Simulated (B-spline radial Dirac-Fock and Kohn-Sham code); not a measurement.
# Photoabsorption cross section of Ge⁴⁺ by shell

System: Ge⁴⁺, configuration [Ar] 3d10.

Input of the calculation (task.json; shells as n, l, electrons):

```json
{"items": [{
  "Z": 32,
  "q": 4,
  "cfg": [[1, 0, 2], [2, 0, 2], [2, 1, 6], [3, 0, 2], [3, 1, 6], [3, 2, 10]],
  "A": 74,
  "rrms": 4.0742,
  "do": ["binding", "quiet", "photo", "scan"],
  "hv": [40.81, 46.2, 60, 85.5, 94.9, 600, 1870.0, 2000, 2310.0, 3190.0, 12000, 15000, 17479.3, 80000, 97700.0, 150000.0]
}]}
```

Command: `python xray_run.py task.json out`

Level of theory: independent-particle photoionisation in a Dirac-Hartree-Slater potential with a Latter tail, all multipoles, thresholds from Dirac-Fock ΔSCF; a B-spline atomic structure program.

Computed thresholds (eV): K 11166.2, L1 1479.3, L2 1310.8, L3 1279.5, M1 245.3, M2 189.0, M3 184.7, M4 88.72, M5 88.16.

```csv
photon energy (eV),total (b),K (%),L (%),M (%)
94.9,7.557e+06,–,–,100.0
600,729100,–,–,100.0
1870,390500,–,87.4,12.6
2000,330000,–,87.4,12.6
2310,229400,–,87.4,12.6
3190,98960,–,87.5,12.5
12000,19730,87.0,11.3,1.7
15000,10980,87.6,10.8,1.6
17479.3,7276,88.0,10.5,1.6
80000,90.76,89.3,9.3,1.4
97700,49.68,89.3,9.3,1.4
150000,13.57,89.4,9.2,1.4
```

Q: With what power of the photon energy does the total fall between 97700 and 150000 eV?

A: As E^-3.03. The non-relativistic Born limit for an s electron far above threshold is E^-3.5; near threshold and at relativistic energies the fall is slower.
